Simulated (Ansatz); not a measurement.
Computed with Ansatz on PBE0-D4/def2-TZVP structures; ΔE is electronic, products minus reactants. CCSD(T)/CBS adds triple-zeta CCSD(T) − MP2 to the extrapolated MP2 energy (def2 sets, frozen cores). This one scheme is used for every species. DFT in def2-TZVPP. Each species was taken in one conformer, which may not be the lowest.

Consider the ligand exchange at the Si–C bond: `[SiH3]C[SiH2]Cl` + `N[SiH](O)F` → `O[SiH](F)N[SiH3]` + `C[SiH2]Cl`.

`[SiH3]C[SiH2]Cl`:

```xyz
11

Si    0.081   -1.634    0.153
C    -0.714    0.033   -0.180
Si    0.438    1.478   -0.012
Cl   -0.564    3.239   -0.397
H    -0.914   -2.726   -0.006
H     1.202   -1.867   -0.796
H     0.620   -1.678    1.538
H    -1.128    0.030   -1.194
H    -1.551    0.169    0.513
H     0.977    1.571    1.366
H     1.554    1.385   -0.984
```

`N[SiH](O)F`:

Z-matrix (Å, degrees):
```
Si
O 1 1.629
F 1 1.596 2 112.6
N 1 1.699 2 110.7 3 116.3
H 1 1.474 2 104.5 3 -115.6
H 2 0.959 1 117.0 3 -71.5
H 4 1.007 1 120.5 2 -153.1
H 4 1.006 1 121.6 2 56.5
```

`O[SiH](F)N[SiH3]`:

```xyz
11

O    -2.492    0.003   -0.635
Si   -0.910    0.086   -1.012
F    -0.403    1.598   -1.096
N     0.098   -0.613    0.172
Si    1.535    0.045    0.892
H    -2.764    0.284    0.240
H    -0.815   -0.504   -2.357
H    -0.134   -1.552    0.462
H     1.232    1.135    1.856
H     2.201   -1.066    1.621
H     2.451    0.584   -0.143
```

`C[SiH2]Cl`:

Cartesian coordinates in Å:
```
C -0.935 0.358 0.138
Si 0.817 -0.245 0.009
Cl 1.073 -1.254 -1.771
H -1.078 0.892 1.081
H -1.636 -0.479 0.106
H -1.172 1.038 -0.683
H 1.149 -1.191 1.102
H 1.782 0.881 0.018
```

```tsv
level	ΔE (kcal/mol)
r2SCAN-D4	-11.7
MP2/def2-QZVPP	-12.1
```

(1) What does CCSD(T)/CBS give? (An estimate is asked.)

Largest T1 diagnostic among the species: 0.011.

## Answers

(1) Computed: -11.9 kcal/mol. The listed levels differ from it by 0.2, -0.2 kcal/mol.

In def2-TZVPP, CCSD(T) changes the Hartree–Fock value by +2.7 kcal/mol (the triples alone add +0.4 kcal/mol) and MP2 by +2.6 kcal/mol.
